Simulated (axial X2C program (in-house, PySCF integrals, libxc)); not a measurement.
NInO⁺: properties at the nuclei

Computed with an axial X2C code built on PySCF integrals: two-component X2C with atomic mean-field Coulomb and Gaunt terms, Gaussian nuclei, basis N dyall-av3z, In dyall-v3z, O dyall-av3z with contracted cores.

N–In–O held linear, with bonds 2.090 and 1.960 Å (near the PBE0 minimum at charge 1 of the determinant lowest at the starting distance; the state shown can have its own minimum elsewhere, held linear; other orders of the atoms were not compared).

Input and command:
```json
{"zs": [7, 49, 8], "q": 1, "bas": ["dyall-av3z", "dyall-v3z", "dyall-av3z"], "r0": [1.96, 1.93], "symm": 0, "scan": ["PBE0", "HF", "PBE"], "levels": ["PBE0", "HF", "LDA"], "nst": 2}
```
```bash
python solin.py task.json out
```

Keys: zs atomic numbers; q charge; bas basis sets; r0 starting distance in Å; symm equal bonds; scan levels of the two-bond scan; levels methods; nst determinants followed.

Determinant lowest in the PBE0 search, Ω = 1/2 (⟨Sz⟩ = -0.50, ⟨Lz⟩ = 1.00 at PBE0), spin on the atoms N -1.08, In 0.01, O 0.57:

```csv
level,Eeff magnitude (GV/cm),Ws magnitude In (kHz),A∥/gI N (MHz),qzz N (a.u.),A∥/gI In (MHz),qzz In (a.u.),A∥/gI O (MHz),qzz O (a.u.)
PBE0,5.29,6.31,228,-0.18,1190,-6.22,676,0.13
HF,16.4,19.3,118,-0.03,3200,-7.21,813,0.26
LDA,4.45,5.36,282,-0.24,1180,-5.15,636,0.15
```

Eeff is the effective electric field on the electron electric dipole moment in this Ω state and Ws the scalar–pseudoscalar constant of the nucleus named (defined with the proton number Z and per Ω); A∥ (defined per Ω) follows by multiplying with gI = μI/(I μN); qzz is the electric field gradient, eQq0 = 234.96 MHz × Q/barn × qzz. The operators were transformed with the bare-nucleus X2C matrices; with these basis sets, hyperfine constants and field gradients can be off by tens of per cent, and where levels differ in sign neither size nor sign is settled.

(1) With Q(115In) = 0.772 barn, gI(17O) = -0.7575, Q(17O) = -0.02558 barn (g factors from the IAEA table of nuclear moments by Stone; Q from Pyykkö, Mol. Phys. 2018), turn the PBE0 values of the first state into constants in MHz.

The molecule was held linear; bending was not examined, so a bent shape may lie lower.

Each state is one determinant with collinear spin. Unrestricted Hartree–Fock can overshoot spin polarisation at the nuclei. Where Eeff spreads by more than a factor of two the levels disagree and none is to be relied on. In the state Ω = 1/2 the atomic spins oppose each other (-1.08, 0.01, 0.57): a broken-symmetry determinant whose values are not spin-projected. The search compared states at one distance, so a state with another bond length can lie lower. Further determinants of the search, some of them spin-mixed, are not shown. Where a field gradient or hyperfine factor spreads by more than a factor of two over the levels, a constant derived from it is not to be relied on.

## Answers

(1) eQq0(115In) = 234.96 × (0.772) × (-6.22) = -1130 MHz; A∥(17O) = 676 × -0.7575 = -512 MHz; eQq0(17O) = 234.96 × (-0.02558) × (0.13) = -0.781 MHz.
